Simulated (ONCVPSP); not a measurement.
Cl: excitation energies, all-electron against ONCV

| Quantity | Value |
| --- | --- |
| Element | chlorine |
| Generator | ONCVPSP 4.0.1 |
| Type | optimised norm-conserving Vanderbilt (ONCV) |
| Functional | LDA (Perdew-Wang 92) |
| Relativity | scalar-relativistic |
| Frozen core | [Ne] |
| Valence charge | 7 |
| Reference configuration | 3s2 3p3 (charge +2) |
| Partial waves | 3s: rc 1.35 bohr, ncon 4, nbas 9, qcut 4.8 1/bohr, 3 projectors, debl 3.3 Ha; 3p: rc 1.25 bohr, ncon 3, nbas 6, qcut 5.4 1/bohr, 3 projectors, debl 1.5 Ha |
| Local potential | polynomial inside 1.10 bohr (lpopt 5, dvloc0 3 Ha) |
| Core correction | polynomial model core, fcfact 0.45 |

Energies are relative to the spin-unpolarised reference configuration 3s2 3p3; without spin polarisation the order of configurations can differ from experiment.

```csv
valence configuration,charge,ΔE all-electron (eV),error AE − PS (meV)
3s2 3p5,0,-39.496,+19
3s2 3p4,+1,-25.527,+8.6
3s2 3p2,+3,38.395,+13
3s2 3p1,+4,90.767,+77
```

Levels in the configuration 3s2 3p1:

```
level  all-electron (eV)  pseudo (eV)
   3s            -73.800      -73.724
   3p            -59.690      -59.583
```

Note: ghosts flagged at negative energy: p at -138.6 eV; GHOST(+) flagged for s at 354.1 eV. A true bound ghost makes a file unfit for plane-wave use.
